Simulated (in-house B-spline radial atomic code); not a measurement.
Cd. Computed with a B-spline radial atomic code. Model: non-relativistic spherical atom: semilocal Troullier-Martins pseudo-atom, one channel per l, against all electrons, high spin, G0W0 and RPA with empty states to l = 8, local potential for every l without a channel, a model core (radius 0 = none) keeps its share of the functional.

The core holds an angular momentum without a channel of its own, so the local potential lets valence electrons into it.

Without relativity these are model numbers for so heavy an element.

What the tables leave out is listed at the end.

The pseudopotential gives back the lowest level of each angular momentum of its own functional in the configuration it was made in; a second state of the same l is only approximately right. Exact exchange, RPA and GW see the smooth pseudo-orbitals and miss the exchange with the core, for which the functional's share stands in. The column with an uncorrelated core keeps all orbitals and exact exchange, and so separates missing core correlation from pseudisation. Only the three outermost levels and the lowest empty one were computed. RPA here is direct RPA, with no exchange kernel, and its energies carry an (l + 1/2)⁻⁴ tail. A hybrid on a potential with a model core restores only its own semilocal share of the core's exchange.

Command:
```bash
python run_psgw.py task.json out
```
Settings (lengths in bohr, energies in hartree):
```
Z                      48
electrons              48
configuration          [Kr] 4d10 5s2
generated_in           [Kr] 4d10 5s2
functional             pbe,pbe
core_shells            9
radius_factor          0.9
core_correction        False
ion_configuration      [Kr] 4d10 5s1
```

Run time, properties included: 70 s on 1 thread of Arm Neoverse N1 (shared host).

Given: made with PBE; model core radius 0 bohr; local radius 2.32 bohr; mean-field start PBE.

Valence shells of the generating configuration: 5s.

Channel: s 2.196, p 3.023 (radii in bohr).

Computed: largest level miss in the spin-unpolarised generating configuration 0 eV; valence RPA correlation energy all-electron orbitals -0.063581 hartree; all-electron RPA polarisability, core included 44.319 bohr³; pseudo-atom RPA polarisability 43.85 bohr³; ionisation by mean-field all-electron 8.5068 eV; ionisation by mean-field pseudo minus all -0.395 eV; ionisation by RPA all-electron 8.8345 eV.

| level | occupied | mean-field all-electron (eV) | mean-field pseudo minus all (eV) | G0W0 all-electron (eV) | G0W0 uncorrelated core minus all (eV) | G0W0 pseudo minus all (eV) | exchange self-energy all-electron (eV) | exchange self-energy pseudo (eV) |
| --- | --- | --- | --- | --- | --- | --- | --- | --- |
| 5s | 1 | -5.2787 | 0 | -8.4767 | 0.67 | 0.251 | -10.99 | -8.1091 |

(1) What is the ionisation by RPA pseudo minus all?

(2) What is the valence RPA correlation energy pseudo?

Given: mean-field start PBE0.

Computed: valence RPA correlation energy pseudo -0.062694 hartree; all-electron RPA polarisability, core included 39.588 bohr³; pseudo-atom RPA polarisability 38.222 bohr³; ionisation by mean-field all-electron 8.2504 eV; ionisation by mean-field pseudo minus all -0.14 eV; ionisation by RPA pseudo minus all -0.177 eV.

```json
{"level": "5s", "occupied": "1", "mean-field all-electron (eV)": "-5.9494", "mean-field pseudo minus all (eV)": "-0.062", "G0W0 all-electron (eV)": "-8.536", "G0W0 uncorrelated core minus all (eV)": "0.687", "G0W0 pseudo minus all (eV)": "0.201", "exchange self-energy all-electron (eV)": "-10.783", "exchange self-energy pseudo (eV)": "-8.0919"}
```

(3) What is the ionisation by RPA all-electron?

(4) What is the valence RPA correlation energy all-electron orbitals?

Given: mean-field start Hartree-Fock.

Computed: valence RPA correlation energy all-electron orbitals -0.038232 hartree; valence RPA correlation energy pseudo -0.044004 hartree; all-electron RPA polarisability, core included 34.711 bohr³; ionisation by mean-field all-electron 6.9121 eV; ionisation by mean-field pseudo minus all 0.403 eV; ionisation by RPA all-electron 8.2428 eV.

```csv
level,occupied,mean-field all-electron (eV),mean-field pseudo minus all (eV),G0W0 all-electron (eV),G0W0 uncorrelated core minus all (eV),G0W0 pseudo minus all (eV),exchange self-energy all-electron (eV),exchange self-energy pseudo (eV)
5s,1,-7.2071,-0.357,-8.4486,0.609,0.132,-9.8946,-7.9626
```

(5) What is the ionisation by RPA pseudo minus all?

(6) What is the pseudo-atom RPA polarisability?

## Answers

(1) -0.17 eV.

(2) -0.073056 hartree.

(3) 8.6607 eV.

(4) -0.0546 hartree.

(5) -0.093 eV.

(6) 29.766 bohr³.

Among the listed levels the largest G0W0 shift of the pseudo-atom is +0.25 eV, for 5s on the PBE start, while leaving the core uncorrelated moves that level by +0.67 eV. The rest, -0.42 eV, comes from pseudisation and the lost core exchange. Not in the tables (levels of low weight, unsolved or above zero; the highest and the empty levels are kept at any weight): on PBE the G0W0 levels 5p (pseudo minus all -0.11 eV, weights 0.87 and 0.90); on PBE0 the G0W0 levels 5p (pseudo minus all -0.05 eV, weights 0.92 and 0.93).
